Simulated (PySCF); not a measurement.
hydronium (H3O), SMILES [OH3+], charge +1.

The structure is a stationary point at PBE0-D3(BJ)/def2-TZVPD.

The numbers are results of HF/def2-TZVPD (PySCF), not measurements.

The molecule is in vacuum.

```yaml
total_energy: -76.33947 hartree
point_group: C3v
highest_occupied_level: -25.95 eV
lowest_empty_level: -4.50 eV
orbital_gap: 21.45 eV
dipole_moment_about_the_centre_of_nuclear_charge: 1.50 D
mean_static_polarisability: 6.2 bohr³ (0.91 Å³)
polarisability_principal_values: 5.2, 6.6, 6.6 bohr³
```
